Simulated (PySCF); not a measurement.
Compound: C4H10N2OSi2.
Cartesian coordinates in Å at the PBE0-D3(BJ)/def2-SVP level; atoms count from 1:
```xyz
19
C4H10N2OSi2 angstrom
N     -0.8852    2.2237   -0.6245
Si    -0.8338    0.5653   -1.0222
O     -1.9431   -0.4297   -0.3062
Si    -2.6322   -0.8488    1.1451
N      0.7315   -0.0154   -0.4463
C      1.9061    0.7114   -0.4286
C      2.9260   -0.1007    0.0056
C      2.3606   -1.3835    0.2622
C      1.0197   -1.2995   -0.0261
H     -1.4496    2.8803   -1.1489
H     -0.6462    2.5674    0.2982
H     -1.0309    0.4322   -2.4834
H     -2.0051   -2.1007    1.6590
H     -4.0902   -1.0740    0.9335
H     -2.4421    0.2455    2.1460
H      1.9079    1.7584   -0.7243
H      3.9665    0.1937    0.1317
H      2.8811   -2.2690    0.6228
H      0.2376   -2.0537    0.0309
```

NICS = −σ at a ghost point: NICS(0) at the centroid of the ring atoms, NICS(1) 1 Å to either side along the normal of their mean plane, zz for the tensor component along that normal. Level: GIAO PBE0/pcSseg-1 (PySCF, non-relativistic, gas phase) on the PBE0-D3(BJ)/def2-SVP geometry, one conformer.

Ring bond lengths (Å), with Mayer bond orders in brackets: N5–C6 1.381 (1.12), C6–C7 1.374 (1.55), C7–C8 1.425 (1.32), C8–C9 1.374 (1.55), C9–N5 1.381 (1.10).

**Question.** What do the NICS probes read (ppm)?

**Answer.** 
| ring | type | NICS(0) | NICS(1), two faces | NICS(1)zz, two faces | rms pucker (Å) | centre to ring atoms, mean (Å) |
| --- | --- | --- | --- | --- | --- | --- |
| N5–C6–C7–C8–C9 | 5-membered ring with N; formal bonds all aromatic | -13.1 | -11.0 / -11.2 | -29.3 / -29.2 | 0.00 | 1.18 |

**Question.** What can be read from them?

**Answer.** 
- N5–C6–C7–C8–C9: mean NICS(1)zz -29.2 ppm, shielded. The ring is flat and has no four-coordinate atom; by the NICS criterion it is aromatic.

**Question.** And the bond-length index? HOMA = 1 − mean of α(R − Ropt)² over the ring bonds, with Krygowski's 1993 parameters (CC: Ropt 1.388 Å, α 257.7 Å⁻²; CN: Ropt 1.334 Å, α 93.52 Å⁻²).

**Answer.** 
- N5–C6–C7–C8–C9: HOMA 0.82; the largest term is that of C7–C8, α(R − Ropt)² = 0.36. The geometric and the magnetic index point the same way.

**Question.** What is the mean of the two in-plane components of NICS at the second NICS(1) probe listed for ring N5–C6–C7–C8–C9, 1 Å off the ring?

**Answer.** The isotropic value is a third of the trace: (3 × -11.2 − (-29.2))/2 = -2.2 ppm.

**Question.** Give the inner angles of the rings and the Hirshfeld charges of the ring atoms.

**Answer.** 
- N5–C6–C7–C8–C9: N5 107.9° (-0.114 e), C6 108.9° (-0.040 e), C7 107.1° (-0.099 e), C8 107.1° (-0.098 e), C9 108.9° (-0.039 e); sum 540.0° against 540° for a flat convex ring.

**Question.** How shielded are the nuclei of the rings and their hydrogens (means over atoms taken as equivalent)?

**Answer.** 
| atoms | environment | σ isotropic (ppm) |
| --- | --- | --- |
| N5 | pyrrole-type nitrogen | 74.5 |
| C6 (×2) | aromatic CH next to a ring nitrogen | 57.5 |
| C7 (×2) | aromatic CH carbon | 66.4 |
| H16 (×2) | aromatic hydrogen | 24.34 |
| H17 (×2) | aromatic hydrogen | 24.75 |

**Question.** How do the values depend on the level or the medium?

**Answer.** 
```csv
level,"NICS(0), N5–C6–C7–C8–C9","mean NICS(1)zz, N5–C6–C7–C8–C9"
"PBE0/pcSseg-1, gas",-13.1,-29.2
"wB97X-D/pcSseg-1, gas",-12.8,-29.1
"PBE0/pcSseg-1, IEF-PCM cyclohexane",-13.0,-29.3
```

The geometry is the same throughout; the continuum's cavity takes Bondi-type radii × 1.2.
